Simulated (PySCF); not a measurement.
**Potential energy of InGa along the bond**

Set-up: PySCF, scalar-relativistic core potentials, basis sets In cc-pVDZ-PP with ECP28, Ga cc-pVDZ-PP with ECP10. Energies in eV from In + Ga in their ground configurations at the same level. State: ³Π (triplet), unpaired electrons σ ↑, π ↑.

All columns are PBE0. A positive dipole means In(−)Ga(+).

| R (Å) | E (eV) | μ (D) | Mulliken charge on In (basis-dependent) | HOMO (eV) | LUMO (eV) | Mayer bond order | ⟨S²⟩ |
| --- | --- | --- | --- | --- | --- | --- | --- |
| 2.489 | -0.944 | -0.19 | 0.08 | -4.40 | -3.06 | 1.30 | 2.01 |
| 2.605 | -1.164 | -0.20 | 0.07 | -4.42 | -2.93 | 1.25 | 2.01 |
| 2.720 | -1.283 | -0.22 | 0.06 | -4.34 | -2.81 | 1.22 | 2.01 |
| 2.807 | -1.324 | -0.23 | 0.05 | -4.24 | -2.73 | 1.19 | 2.01 |
| 2.894 | -1.336 | -0.24 | 0.05 | -4.15 | -2.66 | 1.17 | 2.01 |
| 2.981 | -1.324 | -0.25 | 0.04 | -4.07 | -2.59 | 1.15 | 2.01 |
| 3.097 | -1.283 | -0.26 | 0.04 | -3.97 | -2.52 | 1.12 | 2.01 |
| 3.241 | -1.204 | -0.28 | 0.03 | -3.87 | -2.43 | 1.10 | 2.01 |
| 3.415 | -1.085 | -0.30 | 0.03 | -3.76 | -2.35 | 1.07 | 2.01 |
| 3.646 | -0.909 | -0.32 | 0.02 | -3.63 | -2.26 | 1.05 | 2.00 |

A fit through these points gives, at Re = 2.890 Å, μ = -0.24 D and dμ/dR = -0.111 D/Å; the reduced mass is 43.08 u.

Problem. How strong is the fundamental in the double-harmonic approximation, I = 42.26·(dμ/dR)²/μred km/mol?

Solution. I = 42.26·(-0.111)²/43.08 = 0.0121 km/mol at PBE0.

These are scalar-relativistic numbers at best; spin–orbit coupling would shift them, the dissociation energy most. The state was picked by a PBE0 search and need not be the measured ground state.
